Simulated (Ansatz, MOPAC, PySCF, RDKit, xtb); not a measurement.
Complex: HF (SMILES F) (first 2 atoms) with SO2 (SMILES O=S=O); geometry from B3LYP-D3(BJ)/def2-TZVP, rigid monomers moved along the line of their centres of mass till H2···O3 is 2.12 Å.
(charge 0, multiplicity 1):
```csv
atom,x (Å),y (Å),z (Å)
F,0.3508,0.5070,-0.6568
H,0.0840,0.7241,0.2106
O,-0.3852,0.6039,2.2757
S,-0.2436,-0.6291,3.0180
O,-0.5843,-0.6137,4.4107
```

```tsv
level	interaction energy (kcal/mol)
UFF	5.24
PM3	-1.74
PM6	-3.29
PM7	-3.58
GFN1-xTB	-3.09
GFN2-xTB	-6.75
HF/STO-3G (no counterpoise)	-3.84
HF/3-21G (no counterpoise)	-7.79
HF/6-31G*	-4.01
HF/6-31G* (no counterpoise)	-4.62
HF/aug-cc-pV(T+d)Z	-3.59
BP86/6-31G* (no counterpoise)	-3.91
B3LYP/6-31G* (no counterpoise)	-4.76
B3LYP/def2-TZVPPD	-3.64
B3LYP-D3(BJ)/def2-TZVPPD	-4.34
B3LYP-D4/def2-TZVPPD	-4.25
MP2/CBS(aug-cc-pV(D+d)Z, aug-cc-pV(T+d)Z)	-3.75
SCS-MP2/aug-cc-pV(T+d)Z	-3.47
CCSD(T)/aug-cc-pV(T+d)Z	-3.88
CCSD(T)/CBS(aug-cc-pV(D+d)Z, aug-cc-pV(T+d)Z)	-3.96
```

The rows run from -7.79 (HF/3-21G (no counterpoise)) to 5.24 kcal/mol (UFF). The dispersion term adds -0.71 in B3LYP-D3(BJ), -0.61 in B3LYP-D4.

Counterpoise-corrected where a basis set is named; no monomer relaxation. Rows marked so take none. RDKit's UFF carries no charges.

Cores are frozen in the correlated methods. CBS(a, b) extrapolates the correlation energy as X⁻³ and adds the Hartree–Fock energy of set b. Rows in 3-21G, 6-31G*, STO-3G carry no dispersion term and start afresh at each structure (6-31G* with six Cartesian d functions). The state that PM3, PM6, PM7 reach isn't checked; PM7 holds dispersion and hydrogen-bond terms.

Programs: Ansatz (a first-principles code) with Gaussian orbitals; MOPAC for PM3, PM6, PM7 (differences of heats of formation); PySCF for 3-21G rows, 6-31G* rows, STO-3G rows, the dispersion terms; RDKit for the force fields; xtb for the GFN methods. Values without a source in brackets are computed.
